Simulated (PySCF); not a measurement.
System: C7H13, net charge 0, doublet state. It need not be the lowest isomer of its formula. SMILES: C=CCC[C](C)C
Geometry from a B3LYP-D3(BJ)/def2-TZVP (Ansatz) optimisation:
```xyz
20

C     -1.9811    -0.7379    -1.2519
C     -1.5725    -0.0228    -0.0100
C     -2.2218     1.2810     0.3043
C     -0.2614    -0.3519     0.6195
C      0.9435     0.3442    -0.0724
C      2.2420     0.0236     0.5951
C      3.2458    -0.6419     0.0376
H     -1.6330    -1.7732    -1.2559
H     -1.5699    -0.2611    -2.1570
H     -3.0675    -0.7396    -1.3763
H     -2.0408     1.5850     1.3379
H     -1.8450     2.0954    -0.3365
H     -3.3024     1.2420     0.1419
H     -0.2651    -0.0559     1.6740
H     -0.0854    -1.4312     0.5907
H      0.9814     0.0459    -1.1228
H      0.7751     1.4258    -0.0500
H      2.3365     0.3513     1.6281
H      3.1922    -0.9908    -0.9879
H      4.1567    -0.8593     0.5805
```
Charge 0, spin multiplicity 2.

Dispersion corrections to the total energy (kcal/mol) from the dftd3 and dftd4 libraries through PySCF: D3(BJ) without and D4 with the three-body term, each with the damping fitted for the functional named.

```csv
functional,D3(BJ),D4
HF,-73.71,-34.66
B2PLYP,-7.76,-6.78
BLYP,-21.05,…
BP86,…,-12.64
TPSS,…,-12.98
revPBE,-26.14,-31.94
BHLYP,-12.97,-10.50
```

Q: What belongs in the gaps?

A: 
- BLYP, D4: -21.10
- BP86, D3(BJ): -15.52
- TPSS, D3(BJ): -12.89
